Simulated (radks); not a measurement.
Charge is removed step by step from the 3p level of Fe, starting from [Ar] 3d6 4s2. Calculated with a radial shooting solver on a logarithmic mesh with Libxc functionals: scalar-relativistic Kohn-Sham, PBE, spin-unpolarised, spherical densities, finite nucleus; Fermi nuclear charge, rms radius 3.7377 fm.

removed (e)  E - E(0) (eV)  eigenvalue (eV)  E minus straight line (eV)
0                    0.000          -60.043                       0.000
0.25                15.453          -63.669                      -1.466
0.5                 31.846          -67.551                      -1.994
0.75                49.237          -71.654                      -1.522
1                   67.679          -75.953                       0.000

Removing the whole electron costs 67.679 eV by Delta-SCF, against 60.043 eV from minus the eigenvalue at the starting occupation. Slater's transition state (half an electron removed) gives 67.551 eV. Integrating minus the eigenvalue over the occupation (Janak's theorem) gives 67.699 eV. In this scalar-relativistic scheme the density is built from large components alone, so the theorem holds only approximately. The mean slope of the eigenvalue, de/dn, is 15.9 eV per electron.
